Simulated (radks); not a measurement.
The numbers below are computed, except where a source is named.
Q: Species: F4+. Configuration: [He] 2s2 2p1. Level of theory: scalar-relativistic Kohn-Sham, BLYP, spin-polarised, spherical densities, finite nucleus; open shells are filled with parallel spins first; Fermi nuclear charge, rms radius 2.8976 fm (a radial shooting solver on a logarithmic mesh with Libxc functionals). Some entries of the table are withheld. Estimate them.

orbital,occ.,eigenvalue (hartree),<1/r> (bohr^-1),<r> (bohr)
1s up,1,(1),8.642,0.1759
1s down,1,(2),8.653,0.1756
2s up,1,-4.34242,1.753,0.8353
2s down,1,-4.21389,1.732,0.8441
2p up,1,(3),1.672,(4)

A: 
(1) 1s up eigenvalue (hartree): -28.61217
(2) 1s down eigenvalue (hartree): -28.56297
(3) 2p up eigenvalue (hartree): -3.71401
(4) 2p up <r> (bohr): 0.7672
